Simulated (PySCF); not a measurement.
hexafluorodisilane (F₆Si₂), SMILES F[Si](F)(F)[Si](F)(F)F.

Geometry: PBE0-D3(BJ)/def2-SVP. Other conformers were not sampled.

Calculation: TDA-PBE/def2-SVPD (PySCF).

Vertical excitations; the highest root listed may be one member of a degenerate set. The molecule is in vacuum. State labels are in the subgroup C2h.

Task: List the lowest excited states. (An estimate is asked for; the answer gives what the named calculation found.)

Result: 
```
state  symmetry  energy (eV)  λ (nm)      f                            main pairs
-----  --------  -----------  ------  -----  ------------------------------------
S1           Bu         7.95     156  0.106          HOMO→LUMO+1 (degenerate set)
S2           Au         7.95     156  0.106            HOMO→LUMO (degenerate set)
S3           Bu         8.59     144  0.224                      HOMO→LUMO+2 88 %
S4           Ag         8.75     142  0.000                      HOMO→LUMO+3 98 %
S5           Ag         8.90     139  0.000          HOMO−2→LUMO (degenerate set)
S6           Bg         8.90     139  0.000        HOMO−2→LUMO+1 (degenerate set)
S7           Bu         8.90     139  0.030          HOMO−1→LUMO (degenerate set)
S8           Au         8.90     139  0.030        HOMO−1→LUMO+1 (degenerate set)
S9           Au         9.10     136  0.000  HOMO−3→LUMO 50 %, HOMO−4→LUMO+1 50 %
S10          Au         9.16     135  0.010  HOMO−4→LUMO+1 47 %, HOMO−3→LUMO 47 %
T1           Bu         6.64     187      0          HOMO→LUMO+1 (degenerate set)
T2           Au         6.64     187      0            HOMO→LUMO (degenerate set)
T3           Bu         7.82     159      0                      HOMO→LUMO+2 98 %
T4           Ag         8.51     146      0                     HOMO→LUMO+3 100 %
```
Triplets are in the Tamm–Dancoff approximation.
